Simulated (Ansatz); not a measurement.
Molecule: sum formula H5Si2O3 (charge -1, singlet). It need not be the lowest isomer of its formula. Whether it binds its extra electron was not tested at this geometry. 
Coordinates optimised at B3LYP-D3(BJ)/def2-TZVP (Ansatz, an electronic-structure program):
```
Si
O 1 1.6803
H 2 0.9608 1 110.07
O 1 1.6819 2 101.32 3 -126.90
H 4 0.9620 1 109.20 2 -154.96
O 1 1.6969 2 100.28 3 -15.15
H 6 0.9628 1 107.70 2 139.24
Si 1 2.3590 2 120.39 3 110.21
H 8 1.5411 1 91.61 2 -103.25
H 8 1.5444 9 93.71 7 71.62
```
Charge -1, spin multiplicity 1.

Basis-set convergence of Hartree-Fock and CCSD(T) correlation energies (hartree) with Ansatz. Correlated levels leave the core frozen unless marked. Spin-orbit coupling is left out. Non-relativistic.

| basis | functions | E(HF) | E(corr, CCSD(T)) |
|---|---|---|---|
| aug-cc-pV(D+d)Z | 178 | -805.55577 | -0.90004 |
| aug-cc-pV(T+d)Z | 363 | -805.64439 | -1.08264 |
| aug-cc-pV(Q+d)Z | 648 | -805.66576 | -1.14228 |

Extrapolating the two largest sets (X = 3 and 4) as X^-3: E(corr) = (64·(-1.14228) - 27·(-1.08264))/37 = -1.1858 Eh, an estimate of the basis-set limit. The largest set recovers 96.3 % of it, the smallest 75.9 %.
